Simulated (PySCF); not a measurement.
## Frontier orbitals and the lowest excitations

Compound: C₆H₉OP.
Atom-mapped SMILES: `[CH2:1]=[CH:2][C:3]1=[C:4]([CH3:5])[P:6]1[CH2:7][OH:8]` (hydrogens: H9, H10 on C1; H11 on C2; H12, H13, H14 on C5; H15, H16 on C7; H17 on O8)

Structure used (GFN2-xTB), in Å, numbered top down from 1:
```
atom  x, y, z in Å
C1     2.9021   -0.7076    0.1253
C2     2.0653    0.2865   -0.1582
C3     0.7672    0.3832    0.4153
C4    -0.3798    1.0282    0.4967
C5    -1.1995    2.1514    0.0229
P6    -0.3418   -0.4017    1.6630
C7    -1.1718   -1.7198    0.5795
O8    -2.5117   -1.9300    0.9485
H9     2.6163   -1.4856    0.8151
H10    3.8820   -0.7745   -0.3140
H11    2.3394    1.0748   -0.8502
H12   -2.0804    1.7797   -0.5029
H13   -0.6260    2.7848   -0.6532
H14   -1.5445    2.7464    0.8684
H15   -0.6659   -2.6771    0.7333
H16   -1.0818   -1.4419   -0.4835
H17   -2.9761   -1.0849    0.9335
```

Level of theory: TDDFT CAM-B3LYP/def2-SVPD, vertical, gas phase, core orbitals frozen in the response in PySCF 2.14.0, density-fitted response routines.

Frontier orbitals with the atoms that hold most of them (Löwdin shares over 4%, at most four atoms; ? is withheld):

| orbital | ε (eV) | atoms |
| --- | --- | --- |
| LUMO+2 | 1.32 | P6 24%, C5 12%, C4 9%, C3 9% |
| LUMO+1 | 0.93 | O8 17%, C5 17%, H17 12%, H12 10% |
| LUMO | ? | ? |
| HOMO | -7.44 | P6 30%, C4 15%, C7 13%, C3 13% |
| HOMO-1 | -8.88 | ? |
| HOMO-2 | -9.19 | P6 29%, C3 19%, C2 12%, C4 11% |
| HOMO-3 | -9.61 | O8 31%, P6 21%, C4 15%, C3 9% |

Which atoms hold the HOMO-1, and with what shares?

P6 (bonded to 3 C) 24%; C4 (bonded to 2 C and P) 16%; O8 (bonded to C and H) 12%; C3 (bonded to 2 C and P) 12%. By element: carbon 28% or more, phosphorus 24%, oxygen 12%.

Which atoms hold the LUMO, and with what shares?

C1 (bonded to C and 2 H) 26%; C4 (bonded to 2 C and P) 19%; C2 (bonded to 2 C and H) 18%; C3 (bonded to 2 C and P) 14%.

What is the LUMO energy, and the HOMO–LUMO gap?

ε(LUMO) = -0.17 eV; the gap is 7.26 eV (0.2669 hartree).

How does S1 compare with the orbital gap of 7.26 eV?

S1 is at 4.50 eV (f = 0.143), 2.76 eV below the gap, made of HOMO→LUMO (92%). Without the coupling terms of the response equations the lowest excitation would equal the gap.

Next come S2 at 5.18 eV (f 0.0007), HOMO-1→LUMO (34%), HOMO→LUMO+1 (23%), HOMO→LUMO+2 (22%); S3 at 5.21 eV (f 0.012), HOMO-1→LUMO (27%), HOMO→LUMO+2 (23%), HOMO→LUMO+1 (21%); S4 at 5.77 eV (f 0.118), HOMO-2→LUMO (33%), HOMO-3→LUMO (32%), HOMO-1→LUMO (16%); S5 at 5.90 eV (f 0.036), HOMO→LUMO+1 (45%), HOMO→LUMO+2 (34%).

Löwdin shares depend on the basis, the more so with diffuse functions.

One conformer stands for the species.
